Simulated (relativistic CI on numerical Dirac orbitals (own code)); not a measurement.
**Os35+: q coefficients and field-shift factors**

These numbers are calculated, not measured: Dirac-Coulomb-Breit CI, separate exchange-only KLI orbitals for each configuration, derivatives by finite differences, unscaled Slater integrals, QED left out (own radial code, finite nucleus).

Configuration list (outside the closed core [Ar] 3d10): 4s2 4p6 4d5, 4s2 4p6 4d4 4f, 4s2 4p4 4d7, 4s 4p6 4d6, 4p6 4d7, 4s2 4p6 4d4 5s, 4s2 4p6 4d3 5s2, 4p6 4d5 5s2. Levels of other configurations are missing.

With x = (α/α₀)² − 1 an excitation energy changes as ω = ω₀ + qx; K = 2q/ω₀ is the relative enhancement. Terms are leading LS components, so labels can repeat. The field-shift factor is F = δν/δ⟨r²⟩ for the transition from the lowest level.

Lowest level 4s2 4p6 4d5 4P_5/2.

```csv
Level,ω₀ (cm⁻¹),q (cm⁻¹),K,F (GHz/fm²)
4s2 4p6 4d5 6S_5/2,123112,157600,2.56,5.07
4s2 4p6 4d5 4G_7/2,165964,154600,1.86,5.01
4s2 4p6 4d5 4D_3/2,167467,157000,1.87,4.54
4s2 4p6 4d5 2H_11/2,176702,154300,1.75,5.63
4s2 4p6 4d5 4G_9/2,189691,159200,1.68,5.44
4s2 4p6 4d5 4D_5/2,196869,166000,1.69,5.16
4s2 4p6 4d5 4P_1/2,202503,174800,1.73,4.91
4s2 4p6 4d5 2F_7/2,214501,158500,1.48,4.75
4s2 4p6 4d5 2D_3/2,258887,181800,1.4,6.22
4s2 4p6 4d5 2D_5/2,284461,308400,2.17,9.36
4s2 4p6 4d5 4D_7/2,313194,318500,2.03,9.6
4s2 4p6 4d5 2I_11/2,321821,316100,1.96,10.5
4s2 4p6 4d5 4G_9/2,325538,315400,1.94,9.84
```

At this charge energies of transitions that change n are usually good to better than 1 %, and those within a shell (Δn = 0) to a few per cent. Terms inside the open d or f shell come out 10 to 20 % too wide with unscaled integrals.
